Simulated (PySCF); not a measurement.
Cost of one run: geometry optimisation, `[SiH3]c1ccc(C=S)cc1`.

Method: PBE0-D3(BJ)/def2-SVP geometry optimisation, gas phase (PySCF 2.14.0). Work: geometry optimisation from a GFN2-xTB start, density fitting. The input is one job of a driver script: a line of settings, then coordinates in Å.

Input:
```
{"job": {"xc": "PBE0", "basis": "def2-SVP", "d3": "d3bj", "grid": 2, "kind": "geom"}, "charge": 0, "multiplicity": 1}
Si     3.021859    -0.150925    -0.061970
C      1.134466    -0.051829    -0.030088
C      0.475504     0.488699     1.074361
C     -0.898804     0.565392     1.124114
C     -1.673423     0.095557     0.054394
C     -3.104570     0.177437     0.119467
S     -4.137806    -0.320976    -1.036509
C     -1.017781    -0.448621    -1.057019
C      0.357324    -0.516168    -1.090779
H      3.429357    -0.825246    -1.293713
H      3.563569     1.209017    -0.011785
H      3.462967    -0.907058     1.112297
H      1.057706     0.853065     1.909008
H     -1.390788     0.986971     1.989654
H     -3.520338     0.612868     1.025252
H     -1.612429    -0.815411    -1.880795
H      0.846189    -0.940742    -1.955800
```

Hardware: Arm Neoverse V1, one thread, on a shared host. PySCF's memory limit was set to 1600 MB.

The basis has 174 functions.

Question: Estimate the wall time.

Answer: About 92 s. The run took 6 energy-and-gradient evaluations and 47 SCF cycles, 15 s an evaluation on average.

Question: How much memory does it need at the peak?

Answer: About 0.82 GiB. Peak memory is the resident size of the whole Python process, interpreter and libraries included.

Question: At this speed, how long would 5000 such jobs take on 16 cores, one job a core?

Answer: 5000/16 gives 313 rounds of 92 s, about 8.0 h of wall time and 130 core-hours, if the jobs don't slow each other.

The output:
```
step   0  E = -958.24050842  max force = 0.017114
step   1  E = -958.24347531  max force = 0.003379
step   2  E = -958.24327541  max force = 0.004506
step   3  E = -958.24349008  max force = 0.001773
step   4  E = -958.24352304  max force = 0.000393
step   5  E = -958.24352309  max force = 0.000385
optimisation converged
```

Energies in Eh; «max force» is the largest Cartesian gradient component in Eh/bohr.

The host was shared with other jobs, so the times are rough.

The run converged: final energy -958.24352 Eh after 5 steps; dipole 2.42 D.
